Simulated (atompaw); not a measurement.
Before and after: PAW (atompaw) potential for Cl (Z = 17)

Cl, PAW, made with atompaw 4.2.0.5 (PBE, scalar-relativistic). Core [Ne], reference 3s2 3p5. Waves: 3s (bound): rc 1.70 bohr; 3s channel at -1.15 Ry: rc 1.70 bohr; 3p (bound): rc 1.70 bohr; 3p channel at 0.55 Ry: rc 1.70 bohr; 3d channel at 0.1 Ry: rc 1.70 bohr; 3d channel at 2.15 Ry: rc 1.70 bohr. Local part: bessel scheme, radius 1.45 bohr. Core correction: smooth core density matched at 1.45 bohr. Augmentation charge: sinc compensation charge, radius 1.30 bohr; PAW radius 1.70 bohr; waves and projectors: custom polynom gramschmidtortho.

Change: all radii scaled by about 0.75 (s 1.28, p 1.28, d 1.28 bohr); local potential bessel scheme, radius 1.08 bohr; augmentation sinc compensation charge, radius 0.98 bohr; PAW radius 1.28 bohr; waves and projectors: custom polynom gramschmidtortho; core correction smooth core density matched at 1.08 bohr.

Cutoffs: the cutoffs (Ry, on a coarse ladder) from which the occupation-weighted sum of valence levels, in a spherical-Bessel basis at the reference potential, stays within 10 and 1 mRy of its value at 400 Ry; they do not see the model core or the augmentation charge, which bear on the density cutoff.

Q: What does the change do?

A: The potential gets harder (18 Ry and 21 Ry → 35 Ry and 55 Ry); neither file shows a bound ghost. A smaller radius makes the pseudo-wave follow the all-electron one further in, where it bends more sharply, so more plane waves are needed.

```csv
quantity,base,changed
"cutoff, loose",18 Ry,35 Ry
"cutoff, tight",21 Ry,55 Ry
loose cutoff by channel (10 mRy a level),"s 8 Ry, p 15 Ry","s 25 Ry, p 12 Ry"
bound ghosts,none,none
lowest overlap eigenvalue by channel,"s 0.31, p 0.87, d 0.97","s 0.33, p 0.68, d 0.97"
```

 The cutoffs see the waves, projectors and local potential, not the compensation charge or the core.
